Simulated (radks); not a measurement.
Tb, configuration [Xe] 4f9 6s1.75 6p0.25 (fractional occupations, a model configuration).

All-electron calculation, non-relativistic Kohn-Sham, PBEsol, spin-polarised, spherical densities, point nucleus; open shells are filled with parallel spins first (spin-orbit coupling, left out, can overturn this in heavy ions); relativity is left out, which matters for an element this heavy. Program: a radial shooting solver on a logarithmic mesh with Libxc functionals.

Energy parts (eV):
part                      energy
total                 -305482.29
kinetic                305382.93
electron-nucleus      -725672.06
Hartree                121403.12
exchange-correlation    -6596.29

Orbitals (lengths in bohr, moments of r in powers of bohr; r(90%) holds 90 % of the orbital's charge):
1s up: occ. 1; eigenvalue (eV) -48604.45; r(90%) 0.0415; <r^2> 0.0007282; <r^4> 1.338e-06
1s down: occ. 1; eigenvalue (eV) -48604.45; r(90%) 0.0415; <r^2> 0.0007282; <r^4> 1.338e-06
2s up: occ. 1; eigenvalue (eV) -7761.177; r(90%) 0.152; <r^2> 0.01156; <r^4> 0.0002250
2s down: occ. 1; eigenvalue (eV) -7761.089; r(90%) 0.152; <r^2> 0.01156; <r^4> 0.0002250
2p up: occ. 3; eigenvalue (eV) -7390.868; r(90%) 0.136; <r^2> 0.008590; <r^4> 0.0001432
2p down: occ. 3; eigenvalue (eV) -7390.816; r(90%) 0.136; <r^2> 0.008590; <r^4> 0.0001432
3s up: occ. 1; eigenvalue (eV) -1711.949; r(90%) 0.374; <r^2> 0.07464; <r^4> 0.008335
3s down: occ. 1; eigenvalue (eV) -1709.583; r(90%) 0.373; <r^2> 0.07454; <r^4> 0.008311
3p up: occ. 3; eigenvalue (eV) -1546.192; r(90%) 0.366; <r^2> 0.06978; <r^4> 0.007608
3p down: occ. 3; eigenvalue (eV) -1544.036; r(90%) 0.366; <r^2> 0.06967; <r^4> 0.007583
3d up: occ. 5; eigenvalue (eV) -1236.996; r(90%) 0.338; <r^2> 0.05558; <r^4> 0.005460
3d down: occ. 5; eigenvalue (eV) -1235.433; r(90%) 0.338; <r^2> 0.05546; <r^4> 0.005434
4s up: occ. 1; eigenvalue (eV) -332.2792; r(90%) 0.829; <r^2> 0.3760; <r^4> 0.2055
4s down: occ. 1; eigenvalue (eV) -327.9837; r(90%) 0.829; <r^2> 0.3762; <r^4> 0.2059
4p up: occ. 3; eigenvalue (eV) -267.1310; r(90%) 0.859; <r^2> 0.3966; <r^4> 0.2353
4p down: occ. 3; eigenvalue (eV) -262.8518; r(90%) 0.859; <r^2> 0.3970; <r^4> 0.2361
4d up: occ. 5; eigenvalue (eV) -150.7283; r(90%) 0.939; <r^2> 0.4528; <r^4> 0.3343
4d down: occ. 5; eigenvalue (eV) -146.4863; r(90%) 0.941; <r^2> 0.4545; <r^4> 0.3379
5s up: occ. 1; eigenvalue (eV) -42.1849; r(90%) 2.05; <r^2> 2.265; <r^4> 7.680
5s down: occ. 1; eigenvalue (eV) -40.3490; r(90%) 2.08; <r^2> 2.327; <r^4> 8.133
5p up: occ. 3; eigenvalue (eV) -24.9513; r(90%) 2.37; <r^2> 2.942; <r^4> 13.70
5p down: occ. 3; eigenvalue (eV) -23.5284; r(90%) 2.41; <r^2> 3.049; <r^4> 14.79
4f up: occ. 7; eigenvalue (eV) -8.5836; r(90%) 1.45; <r^2> 0.9374; <r^4> 2.706
4f down: occ. 2; eigenvalue (eV) -4.8367; r(90%) 1.55; <r^2> 1.077; <r^4> 4.269
6s up: occ. 1; eigenvalue (eV) -3.8013; r(90%) 6.43; <r^2> 21.69; <r^4> 734.8
6s down: occ. 0.75; eigenvalue (eV) -3.4077; r(90%) 6.56; <r^2> 22.42; <r^4> 792.4
5d up: occ. 0; eigenvalue (eV) -2.4562; r(90%) 5.07; <r^2> 11.47; <r^4> 299.2
5d down: occ. 0; eigenvalue (eV) -1.9305; r(90%) 5.33; <r^2> 12.66; <r^4> 371.6
6p up: occ. 0.25; eigenvalue (eV) -1.6025; r(90%) 8.57; <r^2> 37.65; <r^4> 2337
6p down: occ. 0; eigenvalue (eV) -1.2717; r(90%) 8.92; <r^2> 40.47; <r^4> 2740

The highest occupied level is 6p up at -1.602 eV. The configuration is held as typed, so some empty levels lie below it. Summed over all electrons, <r^2> = 88.07 bohr^2, which gives a Langevin (diamagnetic) susceptibility term of -69.7 x 10^-6 cm^3/mol. The electron density at the nucleus is 1.955e+05 e/bohr^3. The spin density at the nucleus is 1.706 e/bohr^3 (1s 0.004, 2s -0.331, 3s -3.532, 4s 0.904, 5s 3.090, 6s 1.570).
